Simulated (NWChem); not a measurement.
C$_{3}$H$_{2}$F$_{2}$; SMILES FC=C=CF

Computed with NWChem. Coordinates come from a PBE0/def2-SVP optimisation.

What does the run give for BHandHLYP/def2-SVP? Quantities: highest occupied level (eV); orbital gap (eV); dipole (D).


```json
{
  "highest occupied level (eV)": "-9.18",
  "orbital gap (eV)": "10.00",
  "dipole (D)": "1.80"
}
```
